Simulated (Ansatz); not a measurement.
Geometry optimisation, UKS PBE-D4/def2-SVP (Ansatz).

The input (input.yaml):

```yaml
crystal:
  periodic: [false, false, false]
  atoms:
    - { symbol: "N", position_ang: [-0.6325, 1.3905, 1.3982] }
    - { symbol: C, position_ang: [-0.1377, 0.6216, 0.5432] }
    - { symbol: O, position_ang: [0.6995, -0.5065, 0.6866] }
    - { symbol: C, position_ang: [0.5261, -1.0485, -0.5803] }
    - { symbol: Te, position_ang: [-0.1703, 0.5486, -1.62] }
    - { symbol: H, position_ang: [-1.2786, 2.2363, 1.0452] }
    - { symbol: H, position_ang: [1.3989, -1.4912, -1.0162] }
    - { symbol: H, position_ang: [-0.3133, -1.8079, -0.5125] }
magnetization:
  spin_polarized: true
basis:
  gaussian: { orbitals: def2-SVP }
hamiltonian:
  xc: pbe
  dispersion: d4
relax:
  f_tol: 0.02
  max_steps: 50
```

Run as:

```bash
$ ansatz run input.yaml --threads 2 --pin off --max-ram 3072MiB --backend cpu --events-out ev --progress --plain --runs-dir out
```

Task: Where does it end, and by what steps?

Result: It converged. After 6 steps the energy has fallen by 0.813 eV; O3 moved furthest, 0.38 Å.

```
step  energy less start (eV)  largest force component (eV/Å)  accepted
   0                  0.0000                           3.439       yes
   1                 -0.6945                           1.278       yes
   2                 -0.7779                           0.666       yes
   3                 -0.7695                           0.623        no
   4                 -0.8048                           0.207       yes
   5                 -0.8122                           0.179       yes
   6                 -0.8134                           0.015       yes
```

```xyz
8
Properties=species:S:1:pos:R:3
N -0.554 1.454 1.439
C -0.261 0.668 0.503
O 0.318 -0.547 0.694
C 0.489 -1.136 -0.598
Te -0.376 0.544 -1.720
H -0.985 2.333 1.136
H 1.561 -1.304 -0.820
H -0.099 -2.070 -0.690
```

Run time: 27 s on 2 threads of Arm Neoverse V1 (shared host), peak memory 0.17 GiB.
